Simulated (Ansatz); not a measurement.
C₄H₉BO₂, singlet, geometry from GFN2-xTB, with bond 16-12 at 2.4 times its length; Ansatz (an electronic-structure program) with SC-NEVPT2/STO-3G, CASSCF(4,3).

Ansatz was given this input:
Ansatz 0.2 input:
```yaml
crystal:
  periodic: [false, false, false]
  atoms:
    - {symbol: B, position_ang: [-0.31220767, 1.03503248, 0.49492316]}
    - {symbol: C, position_ang: [0.80002115, 1.92148738, -0.19730905]}
    - {symbol: H, position_ang: [1.76448041, 1.71682804, 0.26611441]}
    - {symbol: H, position_ang: [0.61385481, 2.98807391, -0.10910245]}
    - {symbol: H, position_ang: [0.92548690, 1.67946456, -1.25085559]}
    - {symbol: C, position_ang: [-1.35744524, 1.64966647, 1.51372238]}
    - {symbol: H, position_ang: [-2.02425794, 0.90391564, 1.93659493]}
    - {symbol: H, position_ang: [-1.96871871, 2.40772658, 1.02819469]}
    - {symbol: H, position_ang: [-0.84867344, 2.15122626, 2.33412165]}
    - {symbol: O, position_ang: [-0.46573186, -0.30063531, 0.23295905]}
    - {symbol: C, position_ang: [0.34917877, -1.12258528, -0.45255467]}
    - {symbol: C, position_ang: [-0.39132212, -2.33953836, -0.94320273]}
    - {symbol: O, position_ang: [1.52038125, -0.92317016, -0.61233139]}
    - {symbol: H, position_ang: [0.28930862, -3.00064436, -1.47053283]}
    - {symbol: H, position_ang: [-1.19775331, -2.02848457, -1.60367847]}
    - {symbol: H, position_ang: [-1.45010029, -3.58146055, 1.09385360]}
basis:
  gaussian:
    orbitals: STO-3G
magnetization: {spin_polarized: false}
correlation: {method: sc_nevpt2, electrons: all, active_space: {window: {electrons: 4, orbitals: 3}}}
```

### Question
Write the output that Ansatz gives for this input, abridged.

### Answer

```
Functional definition: HF
619 factors; integrals over basis functions are off by at most 7.3e-5 eV
mean field evaluation 1: about -8880.6578 eV, gradient 4.4e1 eV
mean field evaluation 2: about -8880.9377 eV, gradient 4.4e1 eV
mean field evaluation 4: about -8888.2728 eV, gradient 6.0e0 eV
mean field evaluation 8: about -8888.4731 eV, gradient 1.4e-1 eV
mean field -8888.46763315 eV, -326.6451606987 hartree, gradient 1.2e-6 eV, S^2 0.000000; 0 other end points of the search recorded, 0 dependent functions left out; unrestricted orbitals would lower it
reference -8888.46763315 eV, -326.6451606987 hartree; 27, 27 occupied and 17, 17 virtual orbitals, 619 factors
state -8893.34311444 eV, -326.8243313311 hartree
state -8893.34311444 eV, -326.8243313311 hartree; corrected -8902.24231539 eV, -327.1513709340 hartree
WARN: 1 active orbitals are nearly empty or full. The corrections depend on them more than the energy does, and are more stable in an active space without them
Total energy: -8902.24231539 eV, -327.1513709340 hartree
```
